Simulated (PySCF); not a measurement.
Vertical excitations of a molecule CH7ClSi2 from TDDFT-PBE/def2-SVPD (PySCF), as energy in eV (oscillator strength): 5.60 (0.015), 6.18 (0.003), 6.38 (0.015), 6.70 (0.023), 6.75 (0.016), 6.89 (0.004), 6.92 (0.007), 7.12 (0.050), 7.15 (0.179), 7.26 (0.004). Lowest triplet (TDA): 5.07 eV. The structure is a stationary point at B3LYP-D3(BJ)/def2-SVP. One conformer was computed; it need not be the lowest.

Problem. Pick the molecule that these values belong to.
A. C[Si@@H]([SiH3])Cl
B. C[SiH2][SiH2]Cl
C. [SiH3]C[SiH2]Cl

Solution. B, C[SiH2][SiH2]Cl
